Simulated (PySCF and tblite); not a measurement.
Values are calculated unless marked as measured or tabulated.
## Conformer ensemble of C₇H₁₁F, numbered as in [CH3:1][C@:2]1([CH2:3][F:4])[C@@H:5]2[CH2:6][CH2:7][C@H:8]12

Search: ETKDG, MMFF94s, GFN2-xTB, 60 starts; geometries at GFN2-xTB. Weights use PBE0-D3(BJ)/def2-SVP (IEF-PCM, dichloromethane) energies plus GFN2-xTB zero-point and thermal terms (modes under about 100 cm⁻¹ blended into free rotors). Symmetry numbers and mirror images are counted. Conformers within 3 kcal/mol (GFN2-xTB free energy) were kept, 10 at most. GIAO shieldings: WP04/pcSseg-1 (IEF-PCM, dichloromethane). Shifts are against TMS (¹H), TMS (¹³C) at the same level; of two unlike H on one atom, a is the less shielded. Run with PySCF (density fitting) and tblite.

Torsions listed: C1–C2–C3–F4. The 4-ring runs over atoms 5–6–7–8. Of a mirror pair one member is shown.

```tsv
conformer	shape	symmetry	E(GFN2) kcal/mol	E(DFT) kcal/mol	G(298.15 K) kcal/mol	weight %	dipole D
1	4-ring flat; -67°	C1 (pair)	0.00	0.00	0.00	83.1	2.16
2	4-ring flat; 180°	Cs	0.49	0.63	0.94	16.9	1.81
```

Weights (%) against temperature:

| T (K) | 1 | 2 | S(mix) cal/mol/K |
| --- | --- | --- | --- |
| 180 | 90.5 | 9.5 | 1.87 |
| 230 | 86.9 | 13.1 | 1.97 |
| 298.15 | 83.1 | 16.9 | 2.05 |
| 330 | 81.7 | 18.3 | 2.07 |
| 400 | 79.3 | 20.7 | 2.11 |

Averaged shifts at 298.15 K. ¹H: 4.44 (H3, 2H), 2.04 (H6a/H7a, 2H), 1.56 (H5/H8, 2H), 1.47 (H6b/H7b, 2H), 1.33 (H1, 3H) ppm. ¹³C: 95.7 (C3), 31.5 (C2), 26.0 (C5/C8), 23.9 (C6/C7), 12.2 (C1) ppm.

Coordinates of conformer 1 (Å):

```xyz
19

C    -0.880   -0.898    1.130
C    -0.648    0.028   -0.043
C    -1.950    0.479   -0.672
F    -2.601   -0.581   -1.265
C     0.483   -0.119   -1.028
C     1.754   -0.621   -0.355
C     1.701    0.584    0.607
C     0.438    1.069   -0.093
H    -1.365   -0.355    1.941
H    -1.532   -1.712    0.821
H     0.042   -1.325    1.507
H    -2.639    0.880    0.079
H    -1.785    1.220   -1.461
H     0.304   -0.172   -2.090
H     2.614   -0.587   -1.021
H     1.698   -1.612    0.092
H     2.538    1.266    0.476
H     1.595    0.359    1.668
H     0.225    2.106   -0.299
```

GFN2-xTB leaves a saturated small ring flat here that puckers in reality. Shifts are unscaled: against experiment ¹³C can be off by 15 ppm or more and ¹H by 0.8 ppm.

Search and properties took 83 s on 1 thread of Arm Neoverse V2, on a host shared with other jobs (rough), launched as `OMP_NUM_THREADS=1 python ens_run.py task.json out`.
